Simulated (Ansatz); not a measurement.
Ansatz (a quantum-chemistry and plane-wave program) input (B3LYP-D3(BJ)/def2-TZVP):

Ansatz 0.2 input:
```yaml
crystal:
  periodic: [false, false, false]
  atoms:
    - {symbol: B, position_ang: [-0.00000000, -0.00000000, -1.31080356]}
    - {symbol: N, position_ang: [0.00000000, 0.00000000, 0.00000000]}
    - {symbol: B, position_ang: [0.00000000, 0.00000000, 1.31080356]}
basis:
  gaussian:
    orbitals: def2-TZVP
hamiltonian:
  xc: b3lyp
  dispersion: d3bj
magnetization: {spin_polarized: true, initial_magnetization: 1}
phonons: {temperatures: {t_min: 298.15, t_max: 298.15, t_step: 100}}
```

Output:

```
Functional definition: B3LYP
integrals: 0.01 GiB planned
493 factors; their error is unknown
mean field: 0.24 GiB planned
mean field evaluation 1: about -2830.9772 eV, gradient 4.8e1 eV
mean field evaluation 2: about -2806.4034 eV, gradient 8.0e1 eV
mean field evaluation 4: about -2839.7209 eV, gradient 8.0e-1 eV
mean field evaluation 8: about -2839.7317 eV, gradient 8.7e-2 eV
mean field evaluation 16: about -2838.9033 eV, gradient 6.2e0 eV
mean field -2839.73170446 eV, -104.3582152996 hartree, gradient 3.9e-5 eV, S^2 0.758855; 1 other end points of the search recorded, 0 dependent functions left out
the calculation of the forces begins
reference -2839.73189696 eV, -104.3582223737 hartree; 9, 8 occupied and 84, 85 virtual orbitals, 493 factors
these checks for a lower state are left out or cut short: stability, starts, cluster_reference, orbital_swaps, neighbouring_geometries, increment
integrals: 0.01 GiB planned
493 factors; their error is unknown
mean field: 0.24 GiB planned
mean field -2839.73170409 eV, -104.3582152861 hartree, gradient 8.7e-7 eV, S^2 0.758855; 0 other end points of the search recorded, 0 dependent functions left out
the calculation of the forces begins
reference -2839.73189659 eV, -104.3582223603 hartree; 9, 8 occupied and 84, 85 virtual orbitals, 493 factors
these checks for a lower state are left out or cut short: stability, starts, cluster_reference, orbital_swaps, neighbouring_geometries, increment
integrals: 0.01 GiB planned
493 factors; their error is unknown
mean field: 0.24 GiB planned
mean field evaluation 32: about -2839.7317 eV, gradient 1.6e-6 eV
mean field -2839.73170409 eV, -104.3582152861 hartree, gradient 8.7e-7 eV, S^2 0.758855; 0 other end points of the search recorded, 0 dependent functions left out
the calculation of the forces begins
reference -2839.73189659 eV, -104.3582223603 hartree; 9, 8 occupied and 84, 85 virtual orbitals, 493 factors
these checks for a lower state are left out or cut short: stability, starts, cluster_reference, orbital_swaps, neighbouring_geometries, increment
integrals: 0.01 GiB planned
493 factors; their error is unknown
mean field: 0.24 GiB planned
mean field -2839.73170409 eV, -104.3582152861 hartree, gradient 8.7e-7 eV, S^2 0.758855; 0 other end points of the search recorded, 0 dependent functions left out
the calculation of the forces begins
reference -2839.73189659 eV, -104.3582223603 hartree; 9, 8 occupied and 84, 85 virtual orbitals, 493 factors
these checks for a lower state are left out or cut short: stability, starts, cluster_reference, orbital_swaps, neighbouring_geometries, increment
integrals: 0.01 GiB planned
493 factors; their error is unknown
mean field: 0.24 GiB planned
mean field -2839.73170409 eV, -104.3582152861 hartree, gradient 8.7e-7 eV, S^2 0.758855; 0 other end points of the search recorded, 0 dependent functions left out
the calculation of the forces begins
reference -2839.73189659 eV, -104.3582223603 hartree; 9, 8 occupied and 84, 85 virtual orbitals, 493 factors
these checks for a lower state are left out or cut short: stability, starts, cluster_reference, orbital_swaps, neighbouring_geometries, increment
integrals: 0.01 GiB planned
493 factors; their error is unknown
mean field: 0.24 GiB planned
mean field -2839.73154714 eV, -104.3582095184 hartree, gradient 4.1e-6 eV, S^2 0.758856; 0 other end points of the search recorded, 0 dependent functions left out
the calculation of the forces begins
reference -2839.73173962 eV, -104.3582165916 hartree; 9, 8 occupied and 84, 85 virtual orbitals, 493 factors
these checks for a lower state are left out or cut short: stability, starts, cluster_reference, orbital_swaps, neighbouring_geometries, increment
integrals: 0.01 GiB planned
493 factors; their error is unknown
mean field: 0.24 GiB planned
mean field -2839.73159271 eV, -104.3582111928 hartree, gradient 2.9e-6 eV, S^2 0.758853; 0 other end points of the search recorded, 0 dependent functions left out
the calculation of the forces begins
reference -2839.73178523 eV, -104.3582182680 hartree; 9, 8 occupied and 84, 85 virtual orbitals, 493 factors
these checks for a lower state are left out or cut short: stability, starts, cluster_reference, orbital_swaps, neighbouring_geometries, increment
integrals: 0.01 GiB planned
493 factors; their error is unknown
mean field: 0.24 GiB planned
mean field evaluation 64: about -2839.7316 eV, gradient 1.5e-1 eV
mean field -2839.73170296 eV, -104.3582152444 hartree, gradient 3.0e-6 eV, S^2 0.758855; 0 other end points of the search recorded, 0 dependent functions left out
the calculation of the forces begins
reference -2839.73189545 eV, -104.3582223185 hartree; 9, 8 occupied and 84, 85 virtual orbitals, 493 factors
these checks for a lower state are left out or cut short: stability, starts, cluster_reference, orbital_swaps, neighbouring_geometries, increment
integrals: 0.01 GiB planned
493 factors; their error is unknown
mean field: 0.24 GiB planned
mean field -2839.73170296 eV, -104.3582152444 hartree, gradient 3.0e-6 eV, S^2 0.758855; 0 other end points of the search recorded, 0 dependent functions left out
the calculation of the forces begins
reference -2839.73189545 eV, -104.3582223185 hartree; 9, 8 occupied and 84, 85 virtual orbitals, 493 factors
these checks for a lower state are left out or cut short: stability, starts, cluster_reference, orbital_swaps, neighbouring_geometries, increment
integrals: 0.01 GiB planned
493 factors; their error is unknown
mean field: 0.24 GiB planned
mean field -2839.73170296 eV, -104.3582152444 hartree, gradient 3.0e-6 eV, S^2 0.758855; 0 other end points of the search recorded, 0 dependent functions left out
the calculation of the forces begins
reference -2839.73189545 eV, -104.3582223185 hartree; 9, 8 occupied and 84, 85 virtual orbitals, 493 factors
these checks for a lower state are left out or cut short: stability, starts, cluster_reference, orbital_swaps, neighbouring_geometries, increment
integrals: 0.01 GiB planned
493 factors; their error is unknown
mean field: 0.24 GiB planned
mean field -2839.73170296 eV, -104.3582152444 hartree, gradient 3.0e-6 eV, S^2 0.758855; 0 other end points of the search recorded, 0 dependent functions left out
the calculation of the forces begins
reference -2839.73189545 eV, -104.3582223185 hartree; 9, 8 occupied and 84, 85 virtual orbitals, 493 factors
these checks for a lower state are left out or cut short: stability, starts, cluster_reference, orbital_swaps, neighbouring_geometries, increment
integrals: 0.01 GiB planned
493 factors; their error is unknown
mean field: 0.24 GiB planned
mean field evaluation 96: about -2839.7315 eV, gradient 1.0e-6 eV
mean field -2839.73153019 eV, -104.3582088953 hartree, gradient 1.0e-6 eV, S^2 0.758853; 0 other end points of the search recorded, 0 dependent functions left out
the calculation of the forces begins
reference -2839.73172269 eV, -104.3582159697 hartree; 9, 8 occupied and 84, 85 virtual orbitals, 493 factors
these checks for a lower state are left out or cut short: stability, starts, cluster_reference, orbital_swaps, neighbouring_geometries, increment
integrals: 0.01 GiB planned
493 factors; their error is unknown
mean field: 0.24 GiB planned
mean field -2839.73153019 eV, -104.3582088953 hartree, gradient 1.0e-6 eV, S^2 0.758853; 0 other end points of the search recorded, 0 dependent functions left out
the calculation of the forces begins
reference -2839.73172269 eV, -104.3582159697 hartree; 9, 8 occupied and 84, 85 virtual orbitals, 493 factors
Total energy: -2839.83352788 eV, -104.3619572414 hartree
Atom 0 at    -0.000000    -0.000000    -1.310804 Å, force     0.000000     0.000000    -0.000009 eV/Å
Atom 1 at     0.000000     0.000000     0.000000 Å, force    -0.000000    -0.000000    -0.000000 eV/Å
Atom 2 at     0.000000     0.000000     1.310804 Å, force     0.000000     0.000000     0.000009 eV/Å
Dipole moment:     0.000000     0.000000    -0.000000 e Å
Vibrations: 124.05 124.05 1210.59 1335.74 cm⁻¹, zero-point energy 0.173232 eV
```

It need not be the lowest isomer of its formula.
